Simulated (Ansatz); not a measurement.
Ansatz (a first-principles code) input (B3LYP/STO-3G):

Ansatz 0.2 input:
```yaml
crystal:
  periodic: [false, false, false]
  atoms:
    - {symbol: Si, position_ang: [0.10725614, -0.16236848, 0.52794214]}
    - {symbol: F, position_ang: [-0.37054100, 1.41778715, 0.20037954]}
    - {symbol: F, position_ang: [1.30399675, -0.24843199, -0.65226300]}
    - {symbol: F, position_ang: [-1.10029864, -0.91678197, -0.36935988]}
basis:
  gaussian:
    orbitals: STO-3G
hamiltonian:
  xc: {name: B3LYP}
total_charge: -1
output: {forces: true}
```

Output:

```
Functional definition: B3LYP
integrals: 0.01 GiB planned
305 factors; integrals over basis functions are off by at most 1.7e-5 eV
mean field: 0.08 GiB planned
mean field evaluation 1: about -15814.0505 eV, gradient 1.0e1 eV
mean field evaluation 2: about -15814.2617 eV, gradient 8.0e0 eV
mean field evaluation 4: about -15814.4947 eV, gradient 6.8e-3 eV
mean field evaluation 8: about -15814.5049 eV, gradient 5.7e-4 eV
mean field -15814.50487627 eV, -581.1723347464 hartree, gradient 1.5e-5 eV, S^2 0.000000; 0 other end points of the search recorded, 0 dependent functions left out
the calculation of the forces begins
reference -15814.50498246 eV, -581.1723386489 hartree; 21, 21 occupied and 3, 3 virtual orbitals, 305 factors
Total energy: -15814.50498246 eV, -581.1723386489 hartree
Atom 0 at     0.107256    -0.162368     0.527942 Å, force     0.594794    -0.900431     2.927747 eV/Å
Atom 1 at    -0.370541     1.417787     0.200380 Å, force    -0.341952     0.908685    -0.759569 eV/Å
Atom 2 at     1.303997    -0.248432    -0.652263 Å, force     0.422147     0.148382    -1.148633 eV/Å
Atom 3 at    -1.100299    -0.916782    -0.369360 Å, force    -0.674990    -0.156635    -1.019545 eV/Å
Dipole moment:    -0.017851     0.027022    -0.087864 e Å
```

The dipole moment of an ion depends on the origin.

The geometry given is a B3LYP-D3(BJ)/def2-TZVP minimum.
